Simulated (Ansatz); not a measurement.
The lowest singlet and triplet of F2Si (SMILES F[Si]F); geometries from B3LYP-D3(BJ)/def2-TZVP, each state relaxed from the structure named, with no frequency check.
Singlet (charge 0, multiplicity 1):
```json
[
 {"atom": "F", "x (Å)": "-1.2390", "y (Å)": "-0.4501", "z (Å)": "0.0000"},
 {"atom": "Si", "x (Å)": "-0.0006", "y (Å)": "0.5772", "z (Å)": "0.0000"},
 {"atom": "F", "x (Å)": "1.2398", "y (Å)": "-0.4477", "z (Å)": "0.0000"}
]
```
Triplet (charge 0, multiplicity 3):
```
atom    x (Å)    y (Å)   z (Å)
----  -------  -------  ------
F     -1.3456  -0.3843  0.0000
Si    -0.0004   0.4926  0.0000
F      1.3463  -0.3819  0.0000
```

A positive gap puts the triplet lower; no zero-point energy. R- takes a restricted singlet. The triplet is unrestricted in single-reference levels. Active spaces average the two states.

Frozen-core correlation.

Codes used: Ansatz (a quantum-chemistry and plane-wave program). Values without a source in brackets are computed.

R-PBE/def2-TZVPP gives -69.58 kcal/mol for the gap E(singlet) − E(triplet), adiabatic.

### Question
How do the other levels lie against it? Give each less PBE: R-r2SCAN/def2-TZVPP, R-B3LYP/def2-TZVPP, R-wB97M-V/def2-TZVPP, R-B2PLYP/def2-TZVPP, R-MP2/cc-pV(Q+d)Z, R-CCSD(T)/cc-pV(Q+d)Z, SC-NEVPT2 on SA-CASSCF(2,2)/cc-pV(Q+d)Z, FIC-MRCISD+Q on SA-CASSCF(2,2)/cc-pV(Q+d)Z.

### Answer
R-r2SCAN/def2-TZVPP 6.08; R-B3LYP/def2-TZVPP -3.79; R-wB97M-V/def2-TZVPP -11.37; R-B2PLYP/def2-TZVPP -3.46; R-MP2/cc-pV(Q+d)Z -0.42; R-CCSD(T)/cc-pV(Q+d)Z -3.77; SC-NEVPT2 on SA-CASSCF(2,2)/cc-pV(Q+d)Z -1.36; FIC-MRCISD+Q on SA-CASSCF(2,2)/cc-pV(Q+d)Z -2.64 kcal/mol. 1 of 8 lie above PBE; the widest gap is to R-wB97M-V/def2-TZVPP.

Doubts at one or more of the structures used: a restricted determinant that unrestricted orbitals would lower (R-MP2/cc-pV(Q+d)Z, R-CCSD(T)/cc-pV(Q+d)Z).

Measured: singlet 1A1 below triplet 3B1 by 26319.5 cm-1 = 75.3 kcal/mol (with zero-point energy) [NIST CCCBDB].
